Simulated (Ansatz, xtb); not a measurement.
# Group exchange: HOF + C2H4FI → HOI + C2H4F2

Gas-phase species: HOF (hypofluorous acid) `OF`, singlet; C2H4FI (1-fluoro-2-iodoethane) `FCCI`, singlet; HOI (hypoiodous acid) `OI`, singlet; C2H4F2 (1,2-difluoroethane) `FCCF`, singlet. The partners trade F for I: O–F and C–I bonds give way to O–I and C–F.

Shapes, held fixed at every level: PBE0-D4/def2-TZVP. Flexible molecules stand in one conformer, not always the lowest. Programs: Ansatz 0.2.0, xtb 6.7.1. The zero-point and thermal change to 298 K, harmonic and unscaled (PBE0-D4/def2-TZVP), is +1.3 kJ/mol.

```json
{"level": "GFN0-xTB", "kind": "semi-empirical", "ΔH(298 K) (kJ/mol)": "-67.6", "less CCSD(T)/def2-TZVPP": "+152.6", "CPU time (sum over the molecules)": "0.17 s"}
{"level": "SPW92/def2-TZVPP", "kind": "LDA", "ΔH(298 K) (kJ/mol)": "-226.8", "less CCSD(T)/def2-TZVPP": "-6.6", "CPU time (sum over the molecules)": "10 s"}
{"level": "r2SCAN-D4/def2-TZVPP", "kind": "meta-GGA", "ΔH(298 K) (kJ/mol)": "-223.2", "less CCSD(T)/def2-TZVPP": "-3.0", "CPU time (sum over the molecules)": "23 s"}
{"level": "PBE0-D4/def2-TZVPP", "kind": "global hybrid", "ΔH(298 K) (kJ/mol)": "-222.6", "less CCSD(T)/def2-TZVPP": "-2.4", "CPU time (sum over the molecules)": "15 s"}
{"level": "r2SCAN0-D4/def2-TZVPP", "kind": "global hybrid", "ΔH(298 K) (kJ/mol)": "-229.4", "less CCSD(T)/def2-TZVPP": "-9.2", "CPU time (sum over the molecules)": "20 s"}
{"level": "wB97X-V/def2-TZVPP", "kind": "range-separated hybrid", "ΔH(298 K) (kJ/mol)": "-227.0", "less CCSD(T)/def2-TZVPP": "-6.8", "CPU time (sum over the molecules)": "30 s"}
{"level": "CCSD/def2-TZVPP", "kind": "coupled cluster or CI", "ΔH(298 K) (kJ/mol)": "-226.8", "less CCSD(T)/def2-TZVPP": "-6.6", "CPU time (sum over the molecules)": "–"}
{"level": "CCSD(T)/def2-TZVPP", "kind": "coupled cluster or CI", "ΔH(298 K) (kJ/mol)": "-220.2", "less CCSD(T)/def2-TZVPP": "0.0", "CPU time (sum over the molecules)": "–"}
```

The highest level, CCSD(T)/def2-TZVPP, gives ΔH(298 K) = -220.2 kJ/mol; the levels span -229.4 to -67.6. GFN0-xTB strays far from the other rows. The column of differences is taken from that level and isn't an error. No measured value is set beside it here. For atoms past krypton def2 sets carry core potentials with scalar relativity. Outer-core shells of I are correlated, in sets that cover them unevenly. Times are processor times on shared x86 and Arm servers, and rough.
